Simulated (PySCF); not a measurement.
PySCF input file for Hf(OH)3 (H3HfO3), SMILES [Hf+]([OH])([OH])[OH], charge +1, multiplicity 1, TDDFT-PBE/def2-SVPD. The structure is a stationary point at r2SCAN-D4/def2-SVP. The spin state was assumed, not searched. The isomer is the one that the SMILES or the coordinates give; other isomers of the formula were not compared. The def2 effective core potentials stand for the cores of Hf; spin–orbit coupling is left out. Other conformers were not sampled.

```python
import numpy as np
from pyscf import gto, scf, dft, tdscf

mol = gto.M(
    atom='''
    Hf   -0.00000000    0.00000000    0.18500180
    O     1.53741914   -0.88762935   -0.43403144
    H     2.23385144   -1.28971472   -0.96779175
    O    -1.53741913   -0.88762935   -0.43403144
    H    -2.23385143   -1.28971473   -0.96779176
    O     0.00000000    1.77525870   -0.43403144
    H     0.00000000    2.57942945   -0.96779175
    ''',
    basis='def2-SVPD',
    ecp={'Hf': 'def2-svp'},
    charge=1,
    spin=0,
    symmetry=True,
    max_memory=1600,
    verbose=4,
)
mf = dft.RKS(mol, xc='pbe').density_fit(auxbasis='def2-universal-jkfit')
mf.grids.level = 3
mf.conv_tol = 1e-9
mf.max_cycle = 100
mf.kernel()
mf.grids = dft.Grids(mol).set(level=1).build(with_non0tab=True)  # coarser grid for the response kernel
td = tdscf.TDDFT(mf)
td.singlet = True
td.nstates = 10
td.conv_tol = 1e-4
td.positive_eig_threshold = 1e-6
td.kernel(x0=td.get_init_guess(mf, 15))
td.analyze()
tt = tdscf.TDA(mf)
tt.singlet = False
tt.nstates = 4
tt.conv_tol = 1e-4
tt.positive_eig_threshold = 1e-6
tt.kernel(x0=tt.get_init_guess(mf, 9))
tt.analyze(verbose=3)
```

Log of the run:

```
PySCF version 2.14.0

[INPUT] verbose = 4
[INPUT] num. atoms = 7
[INPUT] num. electrons = 38
[INPUT] charge = 1
[INPUT] spin (= nelec alpha-beta = 2S) = 0
[INPUT] symmetry True subgroup None
[INPUT] Mole.unit = angstrom
[INPUT] Symbol           X                Y                Z      unit          X                Y                Z       unit  Magmom
[INPUT]  1 Hf     0.000000000000   0.000000000000   0.185001800000 AA    0.000000000000   0.000000000000   0.349602734552 Bohr   0.0
[INPUT]  2 O      1.537419140000  -0.887629350000  -0.434031440000 AA    2.905301113264  -1.677376371626  -0.820200551051 Bohr   0.0
[INPUT]  3 H      2.233851440000  -1.289714720000  -0.967791750000 AA    4.221367424565  -2.437207599620  -1.828861353114 Bohr   0.0
[INPUT]  4 O     -1.537419130000  -0.887629350000  -0.434031440000 AA   -2.905301094367  -1.677376371626  -0.820200551051 Bohr   0.0
[INPUT]  5 H     -2.233851430000  -1.289714730000  -0.967791760000 AA   -4.221367405668  -2.437207618517  -1.828861372011 Bohr   0.0
[INPUT]  6 O      0.000000000000   1.775258700000  -0.434031440000 AA    0.000000000000   3.354752743251  -0.820200551051 Bohr   0.0
[INPUT]  7 H      0.000000000000   2.579429450000  -0.967791750000 AA    0.000000000000   4.874415218137  -1.828861353114 Bohr   0.0

nuclear repulsion = 140.992867454906
point group symmetry = C3v, use subgroup Cs
symmetry origin: [ 1.71793283e-09  0.00000000e+00 -4.19939140e-09]
symmetry axis x: [ 8.66025403e-01  5.00000002e-01 -3.33065140e-10]
symmetry axis y: [ 5.80524871e-10 -3.39368288e-10  1.00000000e+00]
symmetry axis z: [ 5.00000002e-01 -8.66025403e-01 -5.84163995e-10]
num. orbitals of irrep A' = 77
num. orbitals of irrep A" = 51
number of shells = 52
number of NR pGTOs = 189
number of NR cGTOs = 128
basis = def2-SVPD
ecp = {'Hf': 'def2-svp'}


[settings echo left out]
init E= -262.677947592416
HOMO (A") = -0.601682089978385  LUMO (A') = -0.387796837987473  gap/eV = 5.82011
cycle= 1 E= -274.724880164444  delta_E=  -12  |g|= 1.29  |ddm|= 7.93
HOMO (A") = -0.262554058256268  LUMO (A') = -0.246436530454861  gap/eV = 0.43858
cycle= 2 E= -273.516704794995  delta_E= 1.21  |g|= 2.75  |ddm|= 2.79
HOMO (A") = -0.479487249437299  LUMO (A') = -0.267298050653189  gap/eV = 5.77396
cycle= 3 E= -274.966262136663  delta_E= -1.45  |g|= 0.573  |ddm|= 2.03
HOMO (A") = -0.474194228609993  LUMO (A') = -0.327544186839578  gap/eV = 3.99055
cycle= 4 E= -275.053118778674  delta_E= -0.0869  |g|= 0.106  |ddm|= 0.646
HOMO (A") = -0.464053252793376  LUMO (A') = -0.314140436537105  gap/eV = 4.07934
cycle= 5 E= -275.056204380875  delta_E= -0.00309  |g|= 0.0121  |ddm|=  0.1
HOMO (A") = -0.464974235549263  LUMO (A') = -0.314284709834219  gap/eV = 4.10047
cycle= 6 E= -275.056230252176  delta_E= -2.59e-05  |g|= 0.00449  |ddm|= 0.0139
HOMO (A") = -0.465272566383027  LUMO (A') = -0.314554243830344  gap/eV = 4.10125
cycle= 7 E= -275.056233994214  delta_E= -3.74e-06  |g|= 0.000862  |ddm|= 0.00447
HOMO (A") = -0.46529762272159  LUMO (A') = -0.314488231964468  gap/eV = 4.10373
cycle= 8 E= -275.056234191424  delta_E= -1.97e-07  |g|= 5.11e-05  |ddm|= 0.00081
HOMO (A") = -0.465298844271153  LUMO (A') = -0.314489890011959  gap/eV = 4.10372
cycle= 9 E= -275.056234191004  delta_E= 4.2e-10  |g|= 6.77e-05  |ddm|= 8.61e-05
HOMO (A") = -0.465298819409929  LUMO (A') = -0.314489735957274  gap/eV = 4.10372
cycle= 10 E= -275.056234191904  delta_E= -9.01e-10  |g|= 1.35e-05  |ddm|= 5.3e-05
HOMO (A") = -0.465297791051739  LUMO (A') = -0.314490406370222  gap/eV = 4.10368
Extra cycle  E= -275.056234191674  delta_E= 2.31e-10  |g|= 3.6e-05  |ddm|= 3.39e-05
converged SCF energy = -275.056234191674
tot grids = 31800
Overwritten attributes  positive_eig_threshold  of <class 'pyscf.tdscf.rks.CasidaTDDFT'>


******** <class 'pyscf.tdscf.rks.CasidaTDDFT'> for <class 'pyscf.df.df_jk.DFSymAdaptedRKS'> ********
nstates = 10 singlet
deg_eia_thresh = 1.000e-03
wfnsym = None
conv_tol = 0.0001
eigh lindep = 1e-12
eigh level_shift = 0
eigh max_cycle = 100


Excitation energies (eV)
[4.11627886 4.69704739 4.69704999 4.92536469 5.32966955 5.32975113
 6.11364846 6.11365002 6.62840515 6.65036   ]

** Singlet excitation energies and oscillator strengths **
Excited State   1:  ???      4.11628 eV    301.20 nm  f=0.0000
      19 -> 20        0.70702
Excited State   2:  ???      4.69705 eV    263.96 nm  f=0.0163
      17 -> 20       -0.70246
Excited State   3:  ???      4.69705 eV    263.96 nm  f=0.0163
      18 -> 20       -0.70246
Excited State   4:  ???      4.92536 eV    251.73 nm  f=0.0018
      16 -> 20        0.69990
Excited State   5:  ???      5.32967 eV    232.63 nm  f=0.0075
      15 -> 20       -0.70082
Excited State   6:  ???      5.32975 eV    232.63 nm  f=0.0075
      14 -> 20        0.70082
Excited State   7:  ???      6.11365 eV    202.80 nm  f=0.0039
      19 -> 22        0.70050
Excited State   8:  ???      6.11365 eV    202.80 nm  f=0.0039
      19 -> 21       -0.70050
Excited State   9:  ???      6.62841 eV    187.05 nm  f=0.0000
      17 -> 22       -0.49888
      18 -> 21       -0.49971
Excited State  10:  ???      6.65036 eV    186.43 nm  f=0.0078
      16 -> 21       -0.38593
      17 -> 21        0.41499
      18 -> 22        0.41456

** Transition electric dipole moments (AU) **
state          X           Y           Z        Dip. S.      Osc.
  1         0.0000     -0.0000     -0.0000      0.0000      0.0000
  2         0.3262      0.1883      0.0000      0.1419      0.0163
  3         0.1884     -0.3262     -0.0000      0.1419      0.0163
  4         0.0000      0.0000      0.1209      0.0146      0.0018
  5         0.2076      0.1199     -0.0000      0.0575      0.0075
  6         0.1198     -0.2075     -0.0000      0.0574      0.0075
  7        -0.1398     -0.0807     -0.0000      0.0261      0.0039
  8         0.0807     -0.1398     -0.0000      0.0261      0.0039
  9        -0.0001      0.0002      0.0000      0.0000      0.0000
 10        -0.1894     -0.1094     -0.0001      0.0479      0.0078

WARN: ECP detected. Skipping calculation of transition velocity and magnetic dipole moments, which have not yet been implemented.

Overwritten attributes  positive_eig_threshold  of <class 'pyscf.tdscf.rks.TDA'>


******** <class 'pyscf.tdscf.rks.TDA'> for <class 'pyscf.df.df_jk.DFSymAdaptedRKS'> ********
nstates = 4 triplet
deg_eia_thresh = 1.000e-03
wfnsym = None
conv_tol = 0.0001
eigh lindep = 1e-12
eigh level_shift = 0
eigh max_cycle = 100


Excitation energies (eV)
[4.07394897 4.54965503 4.54971569 4.58928254]

** Triplet excitation energies and oscillator strengths **
Excited State   1:  ???      4.07395 eV    304.33 nm  f=0.0000
Excited State   2:  ???      4.54966 eV    272.51 nm  f=0.0000
Excited State   3:  ???      4.54972 eV    272.51 nm  f=0.0000
Excited State   4:  ???      4.58928 eV    270.16 nm  f=0.0000
```

Self-consistency was reached.
